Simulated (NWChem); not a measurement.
Species: ScCl₂ cation; SMILES [Cl][Sc+][Cl]

Results from NWChem. Pople sets run with spherical d functions. The spin multiplicity was typed, not searched, and may not be the lowest. The level has its own optimisation; frequencies are unscaled.

### Question
What does the run give for Hartree-Fock/6-31G*? Quantities: r Cl–Sc (Å); highest harmonic frequency (cm⁻¹); lowest (cm⁻¹); zero-point energy (kcal/mol).

### Answer
```yaml
r Cl–Sc (Å): 2.219
highest harmonic frequency (cm⁻¹): 541
lowest (cm⁻¹): 78
zero-point energy (kcal/mol): 1.5
```
